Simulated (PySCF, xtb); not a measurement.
HfOBr2, SMILES [Br][Hf](=[O])[Br], multiplicity 1.

GFN2-xTB (xtb) at its own geometry gives an orbital gap of 2.88 eV and a dipole moment of 7.17 D.

The structure is a stationary point at B3LYP-D3(BJ)/def2-SVP. The spin state was assumed, not searched. The def2 effective core potentials stand for the cores of Hf; spin–orbit coupling is left out.

Problem. What does HF/def2-TZVPD in PySCF give? (Estimate from the structure and the level; the computed values follow.)

Solution. gap 10.35 eV (levels -11.51 and -1.16 eV), dipole 4.99 D.
